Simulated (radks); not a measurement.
Effect of the nuclear size on the indium ion In+, [Kr] 4d10 5s2. All-electron calculation, Dirac Kohn-Sham, exchange-only LDA, spin-unpolarised, spherical densities, finite nucleus; Fermi nuclear charge, rms radius 4.6156 fm. Program: a radial shooting solver on a logarithmic mesh with Libxc functionals. The rms radius is varied about that value; shifts are against it.

rms radius (fm) = 3.951: total energy shift (eV) -0.970; density at nucleus (e/bohr^3) 1.781e+05; 1s1/2 shift (meV) -408; 2s1/2 shift (meV) -46.2; 4s1/2 shift (meV) -1.67; 4p1/2 shift (meV) 0.162; 5s1/2 shift (meV) -0.122; 5p1/2 (empty) shift (meV) 0.045
rms radius (fm) = 4.2371: total energy shift (eV) -0.568; density at nucleus (e/bohr^3) 1.762e+05; 1s1/2 shift (meV) -239; 2s1/2 shift (meV) -27.1; 4s1/2 shift (meV) -0.979; 4p1/2 shift (meV) 0.095; 5s1/2 shift (meV) -0.071; 5p1/2 (empty) shift (meV) 0.027
rms radius (fm) = 4.6156: total energy shift (eV) 0; density at nucleus (e/bohr^3) 1.74e+05; 1s1/2 shift (meV) 0.000; 2s1/2 shift (meV) 0.000; 4s1/2 shift (meV) 0.000; 4p1/2 shift (meV) 0.000; 5s1/2 shift (meV) 0.000; 5p1/2 (empty) shift (meV) 0.000
rms radius (fm) = 4.9525: total energy shift (eV) 0.541; density at nucleus (e/bohr^3) 1.722e+05; 1s1/2 shift (meV) 227; 2s1/2 shift (meV) 25.8; 4s1/2 shift (meV) 0.932; 4p1/2 shift (meV) -0.090; 5s1/2 shift (meV) 0.068; 5p1/2 (empty) shift (meV) -0.025
rms radius (fm) = 5.3587: total energy shift (eV) 1.24; density at nucleus (e/bohr^3) 1.703e+05; 1s1/2 shift (meV) 519; 2s1/2 shift (meV) 58.9; 4s1/2 shift (meV) 2.13; 4p1/2 shift (meV) -0.207; 5s1/2 shift (meV) 0.155; 5p1/2 (empty) shift (meV) -0.058

Slopes of the eigenvalues against <r^2> in GHz/fm^2, as finite differences over the two radii next to the reference (eigenvalue slopes, not the field-shift constants of lines): 1s1/2 17100, 2s1/2 1940, 4s1/2 70.3, 4p1/2 -6.82, 5s1/2 5.13, 5p1/2 (empty) -1.91.
